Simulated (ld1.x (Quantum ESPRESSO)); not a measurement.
## Before and after: TM potential for Cs

ld1.x (Quantum ESPRESSO) 7.5 input, shortened:

```
&input
   title='Cs', zed=55., rel=1, dft='PBE', iswitch=3,
   config='[Xe] 5d1 6s0 6p0'
 /
 &inputp
   pseudotype=2, tm=.true., lloc=1,
   nlcc=.false.
 /
3
5S  1  0   2.00   0.00  2.10  2.10  0.0
5D  3  2   1.00   0.00  4.20  4.20  0.0
5P  2  1   6.00   0.00  2.05  2.05  0.0
 &test
   configts(1)='5s2 5p6 5d1 6s0 6p0'
 /
```

All-electron outer shells of the reference configuration (PBE, scalar-relativistic, ld1.x):

| shell | level (eV) | outermost node (bohr) | outermost maximum (bohr) |
| --- | --- | --- | --- |
| 4p | -160.99 | 0.36 | 0.67 |
| 4d | -74.42 | 0.33 | 0.72 |
| 5s | -26.87 | 0.82 | 1.54 |
| 5p | -13.69 | 0.89 | 1.79 |
| 6s | -2.22 | 2.11 | 4.68 |
| 6p | -0.94 | 2.61 | 7.34 |
| 5d | -0.58 | 1.06 | 3.46 |

Change: wave 5s (bound): rc 2.10 bohr becomes 5s (bound): rc 1.46 bohr.

Cutoffs: the cutoffs (Ry, on a coarse ladder) from which the occupation-weighted sum of valence levels, in a spherical-Bessel basis at the reference potential, stays within 10 and 1 mRy of its value at 400 Ry; they do not see the model core or the augmentation charge, which bear on the density cutoff. Errors are all-electron minus pseudo energies relative to the spin-unpolarised reference configuration.

Predict the effect on cutoff, ghosts and configuration errors.

The potential gets harder (35 Ry and 50 Ry → 45 Ry and 90 Ry); the errors of the 6 common tests hardly move; neither file shows a bound ghost at the reference potential, the only one tested. A smaller radius makes the pseudo-wave follow the all-electron one further in, where it bends more sharply, so more plane waves are needed.

| quantity | base | changed |
| --- | --- | --- |
| cutoff, loose | 35 Ry | 45 Ry |
| cutoff, tight | 50 Ry | 90 Ry |
| loose cutoff by channel (10 mRy a level) | s 25 Ry, d 6 Ry, p 18 Ry | s 35 Ry, d 6 Ry, p 18 Ry |
| bound ghosts | none | none |
| tests counted (converged, no solver errors) | 6 of 7 | 6 of 7 |
| error for 5s2 5p6 5d0 6s1 6p0, meV [ΔE -1.67 eV] | +70 | +60 |
| error for 5s2 5p6 5d0 6s0 6p0, meV [ΔE 2.19 eV] | +1.5 | +1.5 |
| error for 5s2 5p6 5d0 6s0.5 6p0, meV [ΔE -0.20 eV] | +48 | +42 |
| error for 5s1 5p6 5d0 6s1 6p0, meV [ΔE 30.01 eV] | +228 | +216 |
| error for 5s2 5p6 5d0.5 6s0.5 6p0, meV [ΔE -0.83 eV] | +35 | +30 |
| error for 5s2 5p5 5d0 6s1 6p0, meV [ΔE 16.19 eV] | +206 | +183 |
| s: phases at 4.53 bohr within 0.05 rad from the reference energy up to (Ry; the scan ends near 5) | -0.3 | -0.3 |
| p: phases at 4.53 bohr within 0.05 rad from the reference energy up to (Ry; the scan ends near 5) | 2.3 | 2.3 |
| d: phases at 4.53 bohr within 0.05 rad from the reference energy up to (Ry; the scan ends near 5) | 1.1 | 1.1 |

Base: Tests not counted: 5s2 5p6 5d0 6s0 6p1 (solver errors, printed error -1.2 eV). Changed file: Tests not counted: 5s2 5p6 5d0 6s0 6p1 (solver errors, printed error -1.2 eV).
